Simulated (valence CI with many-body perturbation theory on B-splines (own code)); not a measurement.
# A CI+MBPT run for Rh³⁸⁺

Computed by configuration interaction combined with many-body perturbation theory (CI+MBPT): five valence electrons over a frozen Dirac-Fock core [He], a basis of 11 s, 11 p, 10 d, 8 f, 5 g, 2 h functions for each j, with the one-electron correlation potential Σ1 (screened to all orders), the two-electron term Σ2, the three-electron term Σ3, Breit, model QED; selected single and double excitations, second order for the rest, scaled by the run's own slope (own B-spline code, finite nucleus).

Command, and the settings that its task file holds:

```sh
python run_cv.py task.json out
```

```
atom Rh  Z=45  mass_number=103  rms_radius_fm=4.4945
core [He]
valence 2s2 2p3
avg = 1
basis = M
breit = 1
cap = 32000
capref = 2000
cscale = 1
de = 0.0
dress = 0
eps = 2e-08
extrap = 1
h = 0.27
hh = 1
l2 = 3
lcore = 6
maxit = 60
n2 = 5
natural = 1
nlev = 150
nno = [5, 5, 5, 4, 2, 1]
nroot = 36
nsp = [6, 6, 5, 4, 3, 1]
pt2 = 1
qed = 1
rpa = 1
s1 = 1
s2 = 1
s3 = 1
screen = 1
tol = 2e-05
whole = 1
```

Question: Roughly how long does this run take on one core of Intel(R) Xeon(R) 6975P-C (Granite Rapids), and how much memory?

Answer: 2.3 min on 1 thread of Intel(R) Xeon(R) 6975P-C (Granite Rapids), with other jobs on the host, peak memory 1.2 GiB.

Log. The first blocks belong to the next ion, which gives the ionisation energy. Fields: 2J, parity (1 odd), roots, reference size, generating configurations, candidates as configurations/state functions, variational space P, stored matrix elements, Davidson steps; e2 is the range of second-order energies in hartree. The first line gives the box (bohr), its intervals, the orbitals and the steps of their self-consistent field. Window is the range of levels sought, series limit the energy at which the first omitted orbital would enter, core excitation an estimate of the first excitation out of the core, left out the lowest levels not solved, and shifts from estimates the range by which levels moved from their first estimate, all in cm⁻¹.

```
rmax 3.8 intervals 58 orbitals 83 references ['2s2 2p3', '2s 2p4', '2p5'] scf 3 t 0.4
2J=0 par=0 roots 2 ref 28 generators 4 cand 2245/3163 P 2271/3191 nnz 1.3e+06 it 5
2J=0 par=0 roots 2 ref 28 generators 4 cand 1918/2744 P 4189/5935 nnz 4.3e+06 it 5
   second order: generators 9 cand 12797/21281 e2 -0.00003 -0.00003
reference levels 1234, estimated 759, window 29809584 1/cm; series limit 41612502, core excitation 164389121
2J=3 par=1 roots 36 ref 159 generators 23 cand 441/2069 P 1832/7305 nnz 5.4e+06 it 8
2J=3 par=1 roots 36 ref 159 generators 26 cand 3869/24676 P 5701/31981 nnz 6e+07 it 8
   second order: generators 58 cand 137698/1386685 e2 -0.04810 -0.00877
2J=5 par=1 roots 30 ref 151 generators 18 cand 368/2021 P 1647/7170 nnz 5.8e+06 it 8
2J=5 par=1 roots 30 ref 151 generators 22 cand 3384/24821 P 5031/31991 nnz 6.7e+07 it 8
   second order: generators 51 cand 129105/1678283 e2 -0.04088 -0.01400
2J=1 par=1 roots 27 ref 101 generators 21 cand 563/2130 P 2524/7483 nnz 4.7e+06 it 7
2J=1 par=1 roots 27 ref 101 generators 21 cand 5467/24474 P 7991/31957 nnz 4.8e+07 it 8
   second order: generators 55 cand 119013/731419 e2 -0.02184 -0.00762
2J=5 par=0 roots 28 ref 152 generators 22 cand 486/2101 P 1841/7381 nnz 5.7e+06 it 8
2J=5 par=0 roots 28 ref 152 generators 22 cand 3765/24528 P 5606/31909 nnz 6e+07 it 9
   second order: generators 60 cand 142999/1775123 e2 -0.05342 -0.01342
2J=1 par=0 roots 26 ref 102 generators 23 cand 552/2067 P 2523/7290 nnz 4.6e+06 it 8
2J=1 par=0 roots 26 ref 102 generators 25 cand 5838/24682 P 8361/31972 nnz 4.8e+07 it 8
   second order: generators 64 cand 125895/748748 e2 -0.03246 -0.00533
2J=3 par=0 roots 34 ref 155 generators 22 cand 365/2057 P 1762/7266 nnz 5.4e+06 it 9
2J=3 par=0 roots 34 ref 155 generators 22 cand 3989/24493 P 5751/31759 nnz 5.7e+07 it 10
   second order: generators 62 cand 145553/1417631 e2 -0.05074 -0.01153
2J=7 par=1 roots 17 ref 113 generators 11 cand 386/2069 P 1737/7246 nnz 6e+06 it 8
2J=7 par=1 roots 17 ref 113 generators 11 cand 3693/26222 P 5430/33468 nnz 7.4e+07 it 8
   second order: generators 34 cand 118468/1660012 e2 -0.03180 -0.01121
2J=7 par=0 roots 12 ref 102 generators 12 cand 526/2072 P 1852/7278 nnz 5.5e+06 it 5
2J=7 par=0 roots 12 ref 102 generators 13 cand 3875/24628 P 5727/31906 nnz 6.1e+07 it 8
   second order: generators 32 cand 91027/1359598 e2 -0.03376 -0.01067
2J=9 par=0 roots 4 ref 59 generators 5 cand 883/3044 P 1991/6863 nnz 4.5e+06 it 5
2J=9 par=0 roots 4 ref 59 generators 6 cand 5753/35846 P 7744/42709 nnz 1e+08 it 5
   second order: generators 14 cand 55600/812037 e2 -0.01101 -0.00489
2J=9 par=1 roots 7 ref 65 generators 6 cand 495/2281 P 1619/6411 nnz 4.5e+06 it 5
2J=9 par=1 roots 7 ref 65 generators 7 cand 3657/25690 P 5276/32101 nnz 7.4e+07 it 10
   second order: generators 19 cand 87255/1498143 e2 -0.02622 -0.00608
2J=11 par=1 roots 2 ref 33 generators 4 cand 1569/4895 P 2365/7447 nnz 4.5e+06 it 5
2J=11 par=1 roots 2 ref 33 generators 4 cand 4999/37872 P 7364/45319 nnz 1.1e+08 it 6
   second order: generators 10 cand 51139/828190 e2 -0.00486 -0.00464
left out: unestimated 37709126, estimated 31217511, shifts from estimates -17970 to 430
operators 0.2
```

The Davidson iterations converged.

No measured spectrum was set against this ion. As an estimate, large intervals hold to a few tenths of a per cent, small ones and those within an open d or f shell to about a per cent. Among the levels kept, up to 11000 cm⁻¹ of a level comes from second order outside the variational space, and about a tenth of that is noise between levels of different J, which matters for small intervals.

```yaml
Valence_energy: -1131.202 hartree
Ionisation_energy: "5597.8 eV (NIST: 5600 ± 40 eV (semi-empirical))"
Reference_configurations_for_the_orbitals: 2s2 2p3, 2s 2p4, 2p5
Radial_orbitals: 83
Box_radius: 3.829 bohr
Largest_variational_space: 45319
Lowest_levels: (2s^2 2p1/2^2 2p3/2) J=3/2 0.00, (2s^2 2p1/2 2p3/2^2) J=3/2 137.05, (2s^2 2p1/2 2p3/2^2) J=5/2 154.10, (2s^2 2p1/2 2p3/2^2) J=1/2 177.51, (2s 2p1/2^2 2p3/2^2) J=5/2 306.91, (2s^2 2p3/2^3) J=3/2 315.31, (2s 2p1/2^2 2p3/2^2) J=1/2 359.06, (2s 2p1/2^2 2p3/2^2) J=3/2 360.26, (2s 2p1/2 2p3/2^3) J=3/2 [a] 463.41, (2s 2p1/2 2p3/2^3) J=5/2 489.39, (2s 2p1/2 2p3/2^3) J=1/2 515.81, (2s 2p1/2 2p3/2^3) J=3/2 [b] 527.76, (2s 2p3/2^4) J=1/2 671.00, (2p1/2^2 2p3/2^3) J=3/2 716.20 eV
```

Levels are named by their leading jj configuration (3d3/2^4 stands for four electrons in 3d with j = 3/2), which in mixed levels can hold well under half, so a name can repeat and another be missing. Letters in brackets count levels of one name in rising energy.
